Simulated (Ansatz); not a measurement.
`COc1ccc(C(F)(F)C(F)(F)OC)cc1` with charge +1. The state is a doublet with charge 1. Geometry PBE-D4/def2-SVP, that of the neutral singlet; atoms count from 1.

Cartesian coordinates in Å:
```
C -4.090 -1.224 1.386
O -2.799 -1.681 1.742
C -1.722 -0.937 1.375
C -1.796 0.272 0.652
C -0.618 0.959 0.328
C 0.633 0.462 0.720
C 1.896 1.189 0.340
F 2.859 1.025 1.301
F 1.668 2.532 0.201
C 2.523 0.698 -0.998
F 3.692 1.369 -1.238
F 2.878 -0.624 -0.857
O 1.627 0.872 -1.998
C 2.060 0.467 -3.302
C 0.703 -0.750 1.437
C -0.461 -1.443 1.762
H -4.215 -1.150 0.282
H -4.318 -0.232 1.837
H -4.805 -1.969 1.779
H -2.763 0.687 0.340
H -0.672 1.902 -0.234
H 2.948 1.049 -3.623
H 2.301 -0.616 -3.319
H 1.215 0.671 -3.984
H 1.683 -1.142 1.744
H -0.429 -2.386 2.327
```

Estimate the Mulliken populations from the PBE0/def2-SVP orbitals of Ansatz.


```tsv
atom	charge (e)	spin (α − β)
C1	0.04	-0.02
O2	-0.22	0.26
C3	0.24	0.16
C4	-0.05	0.12
C5	0.07	-0.06
C6	-0.09	0.43
C7	0.44	-0.03
F8	-0.19	0.00
F9	-0.19	0.00
C10	0.53	0.01
F11	-0.18	0.00
F12	-0.21	0.00
O13	-0.37	0.01
C14	0.08	0.00
C15	0.04	-0.16
C16	0.04	0.24
H17	0.12	0.02
H18	0.12	0.02
H19	0.13	0.00
H20	0.09	-0.01
H21	0.11	0.00
H22	0.09	0.00
H23	0.08	0.00
H24	0.09	0.00
H25	0.11	0.01
H26	0.11	-0.01
```
Mulliken values depend strongly on the basis.

Where does the spin sit?

Summed by element: C 0.68, O 0.28, F 0.01, H 0.03, of 1 unpaired in all. Largest on single atoms: C6 0.43, O2 0.26, C16 0.24.

And the Mayer bond orders between heavy atoms (over 0.3)?

C1–O2 0.88 (1.42 Å); O2–C3 1.31 (1.36 Å); C3–C4 1.18 (1.41 Å); C3–C16 1.20 (1.41 Å); C4–C5 1.50 (1.40 Å); C5–C6 1.26 (1.40 Å); C6–C7 0.96 (1.51 Å); C6–C15 1.28 (1.41 Å); C7–F8 1.08 (1.37 Å); C7–F9 1.08 (1.37 Å); C7–C10 0.88 (1.56 Å); C10–F11 1.11 (1.37 Å); C10–F12 1.06 (1.38 Å); C10–O13 1.19 (1.35 Å); O13–C14 0.87 (1.43 Å); C15–C16 1.48 (1.39 Å).
